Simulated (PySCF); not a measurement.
# UHF on C (carbon, neutral)

Configuration: [He] 2s1 2p2 3d1, one real determinant (an excited configuration). All numbers are calculated (PySCF 2.14, no relativity, point nucleus, in aug-cc-pV5Z).

```json
{"Total energy": "-37.158656 hartree", "One-electron energy": "-48.4550 hartree", "Hartree (Coulomb) energy": "16.3149 hartree", "Exchange energy": "-5.0186 hartree", "Kinetic energy": "37.36641 hartree", "⟨S²⟩": "6.0000", "⟨L²⟩": "7.997", "Sum of ⟨r⟩": "9.797 bohr", "Sum of ⟨r²⟩": "33.59 bohr²", "Traceless quadrupole moment −½Σ⟨3z² − r²⟩ along its main axis": "-5.03 e·bohr²", "Density at the nucleus (Gaussians lack the cusp)": "124 bohr⁻³", "Spin density at the nucleus": "3.47 bohr⁻³", "Langevin diamagnetic susceptibility": "-26.6 ×10⁻⁶ cm³/mol"}
```

```
shell  electrons  mean orbital energy (hartree)  rms radius, mean of both spins (bohr)
 1s α          1                      -11.69459                                  0.312
 1s β          1                      -11.57661                                  0.312
 2s α          1                       -1.12645                                   1.57
 2p α          2                       -0.73444                                   1.64
 3d α          1                        0.00421                                   5.06
```

⟨L²⟩ = 8.00 against 12 for a pure F term, so this real determinant mixes terms. The outer electron is Rydberg-like, and this basis confines it to a smaller radius and binds it less than a complete one would. At UHF the highest occupied level has a positive energy, so only the finite basis holds that electron; for this excited configuration the basis is too tight for the outer shell.

Spin-orbit constants ζ (cm⁻¹) from the X2C one-electron operator on these orbitals (non-relativistic here): bare nucleus, nucleus screened by l(l+1)(2l+1)/3 electrons, and screened by the Breit-Pauli mean field of the electrons.

| shell | bare | screened nucleus | mean field |
| --- | --- | --- | --- |
| 2p | 76.31 | 50.87 | 41.44 |
| 3d | 0.6318 | 0.1053 | 0.06745 |

To first order the Landé constant is A = 3.465 cm⁻¹, so the lowest level has J = 1 and lies 0.00344 eV below the centre of the term. This holds in LS coupling only.
